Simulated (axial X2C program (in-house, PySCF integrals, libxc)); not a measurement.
Which molecule has these constants?

Computed with an in-house relativistic program for diatomic molecules, spin-free (one-electron X2C) or two-component (2c: spin–orbit coupling with atomic mean-field Coulomb and Gaunt terms, which also bring small scalar terms), in Dyall basis sets with cores contracted in-house; open shells are unrestricted.

A two-component PBE0 calculation in a Dyall 3-zeta basis gave Re = 2.963 Å, ωe = 163.7 cm⁻¹, dipole magnitude 4.58 D, Ω = 1.

**Question.** Which molecule is it?
A. SrGe
B. MgGe
C. BeGe
D. CaGe

**Answer.** A. The others have MgGe 2.582 Å and 253.5 cm⁻¹ (Ω = 1); BeGe 2.161 Å and 507.9 cm⁻¹ (Ω = 1); CaGe 2.813 Å and 214.6 cm⁻¹ (Ω = 1).

Each entry is the lowest single determinant of a limited PBE0 search at one distance. De goes to single-determinant-based atoms at the same level (for ions the charge split of lowest energy) and is withheld (n/a) where an atom does not fit its ground term or J level. Main or longest-lived isotopes. One determinant is a doubtful description, or other states lie close, for SrGe, MgGe, BeGe, CaGe; these need not be ground states, and all values refer to the states named. Some open-shell Ω = 0 determinants are out of reach, so the Ω given for SrGe, MgGe, BeGe, CaGe need not be the lowest component. With several unpaired electrons the Ω given is that of one determinant, not necessarily of the lowest component. The functionals have no current term, which raises determinants with orbital currents.
